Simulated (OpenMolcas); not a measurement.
# Ir2+: moving or changing the point charges

Ir2+ among 6 point charges of -1.7 e arranged as a trigonal prism (D3h), 1.97 Å from the ion, with a polar angle of 48.6° against the regular 49.1°. The active orbitals were held to one l.
```
   1.4779    0.0000    1.3026  -1.70
  -0.7390    1.2799    1.3026  -1.70
  -0.7390   -1.2799    1.3026  -1.70
   1.4779    0.0000   -1.3026  -1.70
  -0.7390    1.2799   -1.3026  -1.70
  -0.7390   -1.2799   -1.3026  -1.70
```

* Program: OpenMolcas
* Method: CASSCF
* Basis: ANO-RCC-VTZP [8s7p5d3f1g]
* Scalar Hamiltonian: DKH2, point nucleus
* Active space: 7 electrons in 5 orbitals (5d)
* State averaging: 2S+1 = 4 even, 10 roots; 2S+1 = 2 even, 40 roots
* Spin-orbit coupling: state interaction with AMFI integrals over the reference wave functions

Runs around this geometry, states (labels of D3, the rotations of D3h). Energies in cm-1 above the lowest state or level, χT in cm3 K/mol.

```tsv
R (Å)	Polar angle / regular	Ground state	First state of that spin	First gap with spin-orbit (degeneracies)	χT at 300 K	First state of another spin
1.97	0.91	4A2	4E 7686	100.3 (2, 2)	2.133	2E 8580
1.8	0.99	4E	4A2 484.2	855.2 (2, 2)	1.028	2E 2259
1.97	0.99	4E	4A2 1515	958.7 (2, 2)	3.627	2E 6669
2.05	0.99	4E	4A2 1876	908.1 (2, 2)	3.676	2E 8237
```

The ground state changes within this set.

Without dynamic correlation the repulsion within the d shell is too large (B by tens of per cent), so at a given field states of lower spin stand too high. This shell can be high or low spin here, a state of another spin lies low, and with metal d orbitals alone active their balance is uncertain, so the ground spin may be wrong. Point charges give a weaker field than real ligands, and real ions of this kind are as a rule low spin; the high spin found here belongs to the model. Spin-orbit coupling mixes the spin-free states strongly: the lowest level takes only 47 % from its leading state, 2E, which lies 2259 cm-1 above the lowest spin-free state (holds for R = 1.8, ratio = 0.99). An orbital doublet at a regular site is open to a Jahn-Teller distortion, which this geometry leaves out (holds for R = 1.97, ratio = 0.99; R = 2.05, ratio = 0.99). Point charges carry no covalency, so the field is a model and not that of real ligands. An unlabelled pair can be two single states that coincide in this model. No measured value stands beside these numbers.
